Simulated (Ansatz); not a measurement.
Reaction (redistribution): `[SiH3][GeH2][B](Cl)Cl` + `[GeH3][SiH2][GeH2][SiH2][GeH3]` → `[SiH3][GeH2][GeH2][SiH2][GeH3]` + `ClB(Cl)[SiH2][GeH3]`

Computed with Ansatz on PBE0-D4/def2-TZVP structures; ΔE is electronic, products minus reactants. CCSD(T)/CBS adds triple-zeta CCSD(T) − MP2 to the extrapolated MP2 energy (def2 sets, frozen cores). DFT in def2-TZVPP. For Ge outer-core shells are correlated without core-valence functions, which leaves a few kJ/mol of doubt a bond. Scalar relativity is left out up to krypton. One conformer a species, not always the lowest.

`[SiH3][GeH2][B](Cl)Cl`:

Cartesian coordinates in Å:
```
Si -0.512 0.017 1.650
Ge -0.637 0.211 -0.724
B 1.230 -0.210 -1.485
Cl 2.422 1.050 -1.661
Cl 1.681 -1.846 -1.882
H -1.835 0.301 2.265
H 0.488 0.982 2.176
H -0.092 -1.361 2.015
H -1.065 1.641 -1.094
H -1.680 -0.784 -1.261
```

`[GeH3][SiH2][GeH2][SiH2][GeH3]`:

Z-matrix (Å, degrees):
```
Ge
Si 1 2.379
H 1 1.538 2 109.9
H 1 1.538 2 110.2 3 119.1
H 1 1.538 2 111.5 3 -120.3
Ge 2 2.381 1 109.7 3 -59.3
H 2 1.489 1 109.1 3 59.7
H 2 1.489 1 110.0 3 178.4
Si 6 2.381 2 108.6 1 49.6
H 6 1.541 2 109.9 1 -71.1
H 6 1.541 2 110.3 1 170.0
Ge 9 2.379 6 109.6 2 49.6
H 9 1.489 6 108.7 2 -69.6
H 9 1.489 6 111.0 2 171.3
H 12 1.538 9 111.5 6 -179.9
H 12 1.538 9 109.9 6 -59.6
H 12 1.538 9 110.2 6 59.5
```

`[SiH3][GeH2][GeH2][SiH2][GeH3]`:

Cartesian coordinates in Å:
```
Si 1.436 1.451 1.752
Ge -0.821 0.702 1.712
Ge -1.674 0.794 -0.560
Si -0.087 -0.233 -2.005
Ge 0.502 -2.370 -1.140
H 1.505 2.851 1.255
H 2.002 1.398 3.126
H 2.255 0.590 0.859
H -1.694 1.560 2.647
H -0.892 -0.756 2.205
H -3.023 0.056 -0.644
H -1.906 2.263 -0.963
H -0.627 -0.373 -3.385
H 1.131 0.622 -2.062
H 1.528 -3.081 -2.038
H -0.747 -3.260 -1.026
H 1.110 -2.215 0.265
```

`ClB(Cl)[SiH2][GeH3]`:

Z-matrix (Å, degrees):
```
Si
Ge 1 2.387
B 1 2.008 2 106.2
H 1 1.487 2 109.1 3 120.0
H 1 1.487 2 109.1 3 -120.0
H 2 1.537 1 110.0 3 59.7
H 2 1.537 1 110.0 3 -59.9
H 2 1.537 1 110.6 3 179.9
Cl 3 1.745 1 120.7 2 -87.7
Cl 3 1.745 1 120.7 2 88.1
```

Problem. Is it downhill or uphill in electronic energy at CCSD(T)/CBS, and by how much? (Best estimate.)

Solution. Ansatz gave: Downhill: ΔE = -4.4 kJ/mol.

Problem. What do these levels give: ωB97X-V, ωB97M-V, PBE0, HF/def2-TZVPP, CCSD/def2-TZVPP, CCSD/CBS(def2)? (Estimate.)

Solution. Ansatz gave: ωB97X-V -6.4, ωB97M-V -6.5, PBE0 -6.7, HF/def2-TZVPP -10.1, CCSD/def2-TZVPP -6.2, CCSD/CBS(def2) -4.9 kJ/mol.

Largest T1 diagnostic among the species: 0.013.

In def2-TZVPP, CCSD(T) changes the Hartree–Fock value by +4.4 kJ/mol (the triples alone add +0.5 kJ/mol) and MP2 by +4.5 kJ/mol.
